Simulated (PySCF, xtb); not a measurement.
Al(Cl)(SH)2 (AlClH2S2), SMILES [SH][Al]([Cl])[SH]. One conformer was computed; it need not be the lowest.

Harmonic wavenumbers (cm⁻¹) from GFN2-xTB in xtb at its own minimum, in rising order: 98, 101, 151, 166, 194, 358, 489, 549, 577, 632, 2387, 2400.

Question: What does PBE0-D3(BJ)/def2-SVP run with PySCF 2.14.0 give at its own minimum? (The exact figures need the calculation; the answer reports its results.)

Answer: 129, 130, 155, 186, 249, 363, 550, 589, 665, 690, 2711, 2716. Paired by order, the mean absolute difference is 86 cm⁻¹ and the zero-point energies are 11.6 and 13.1 kcal/mol.
